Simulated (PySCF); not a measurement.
## Structure from NMR data

An unknown has the formula C8H6ClO2P. Its calculated NMR data are:

¹H NMR (300 MHz, computed): δ 8.07 (m, 2H), 7.71 (m, 2H), 3.04 (br s, 1H), 2.35 (m, 1H).

¹³C{¹H} NMR (computed): δ 151.1 (C), 137.6 (C), 137.4 (CH, 2C), 134.4 (CH, 2C), 95.4 (CH), 84.9 (C).

PySCF calculation with GIAO PBE0/pcSseg-1 shieldings and geometry from GFN2-xTB; equivalent nuclei averaged, no solvent model, a single conformation, relativity neglected.

δ = σ(ref) − σ, references computed at the same level: ¹H (σ = 31.72 ppm) and ¹³C (σ = 186.93 ppm) against TMS.

Task: Propose a structure and justify it.

Result: 
1. 6 carbon signals for 8 carbons: some carbons are equivalent by symmetry or fast rotation.
2. Carbon types of the structure: 3 × C, 5 × CH, leaving 1 H on heteroatoms.
3. δC 151.1: aromatic carbon bearing chlorine.
4. δC 137.6: substituted aromatic carbon.
5. δC 137.4, 134.4: aromatic CH; the aromatic region.
6. δC 95.4: terminal alkyne carbon; sp carbons lie upfield of alkene carbons because the cylindrical π system leaves one tensor component strongly shielded.
7. δC 84.9: alkyne carbon; the triple bond shields along its axis, which puts it between sp3 and sp2 carbons.
8. δH 3.04: hydrogen on an oxygen bonded to P; exchangeable; this is the value without hydrogen bonding to other molecules.
9. δH 2.35: hydrogen on a terminal alkyne carbon; it lies on the axis of the triple bond, in its shielding cone.

The compound is `C1=CC([P@](C#C)(=O)O)=CC=C1Cl`.

The data come from this structure; uniqueness wasn't tested.

OH/NH shifts are gas-phase values; hydrogen bonding in solution moves them, usually downfield. Carbons that carry Cl, above all several Cl atoms, come out too deshielded, partly because spin–orbit coupling is missing. Splittings by ³¹P in the carbon and heteronuclear signals aren't shown, as no couplings were computed. Shifts are as computed. Against solution values, carbons near 30 ppm lie about +3 ppm off and those near 130 ppm about +5 ppm; carbons on Cl a further +6 ppm. Of 1211 compounds with measured shifts, 218 miss one by over three times the rms of a fit or turn the order of signals round; such compounds aren't used in these exercises. No couplings were computed; multiplicities are counted from neighbouring protons, with m where these are inequivalent, close in shift, in a saturated or five-membered ring or joined by F or P, and br s for small geminal =CH2 splittings.
